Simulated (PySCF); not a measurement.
A calculated (LDA, PySCF 2.14, ANO-RCC-VTZP, scalar relativity by spin-free X2C-1e) atom or ion has these occupied shells.

```
shell  electrons  orbital energy (eV)  rms radius, mean of both spins (bohr)
 1s α          1              -2755.3                                  0.105
 1s β          1              -2754.8                                  0.105
 2s α          1              -266.00                                  0.485
 2s β          1              -265.42                                  0.485
 2p α          3              -206.03                                  0.455
 2p β          3              -205.40                                  0.455
 3s α          1              -33.693                                   1.58
 3p α          3              -20.918                                   1.84
 3p β          2              -18.853                                   1.84
```

Question: Name the element and its charge.

Answer: Cl⁺ (chlorine, charge +1), in [Ne] 3s1 3p5, high-spin 3P determinant (an excited configuration).
